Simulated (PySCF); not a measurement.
C3H7F3Si, SMILES CC[SiH2]C(F)(F)F, singlet at its GFN2-xTB optimised geometry (Å):

```
14

C      1.6311    -1.7035     0.0000
C      1.0385    -0.2962     0.0000
Si    -0.8565    -0.2962     0.0000
C     -1.3802     1.5803     0.0000
F     -2.7181     1.7442    -0.0154
F     -0.9105     2.2566    -1.0695
F     -0.9363     2.2490     1.0851
H      2.7181    -1.6620    -0.0016
H      1.3101    -2.2566    -0.8788
H      1.3127    -2.2555     0.8803
H      1.4092     0.2455     0.8747
H      1.4087     0.2454    -0.8750
H     -1.4592    -0.8400    -1.2165
H     -1.4600    -0.8399     1.2162
```

Level of theory: PBE0/def2-TZVP run with PySCF. Cells within 0.4 Å of a nucleus heavier than hydrogen are left out (blank, or x).

Map of the Laplacian of the electron density (e/bohr⁵), clipped to [-1.50, 1.50] on the plane z = 0.8 Å:

```
|5555555555555555555555555|
|5555555555555555555555555|
|5555555555555555555555555|
|5555555555555555555555555|
|5555555556655555555555555|
|5555555567865555555555555|
|5555566678x96555555555555|
|5555666685x96555555555555|
|5555677678976555555555555|
|5555666666665555555555555|
|5555555566655556655555555|
|5555555555555662565555555|
|5555555555655652565555555|
|5555555554555666665555555|
|5555555554555666665555555|
|5555555555555566666555555|
|5555555555555565666555555|
|5555555555555560466555555|
|5555555555555563565555555|
|5555555555555556655555555|
|5555555555555555555555555|
|5555555555555555555555555|
|5555555555555555555555555|
|5555555555555555555555555|
|5555555555555555555555555|
```
Scale: ten equal steps from -1.50 (start of '0') to 1.11 (end of '9'), in the order '0123456789'; x runs from -5.00 to 5.00, y from -5.00 (bottom) to 5.00 (top).
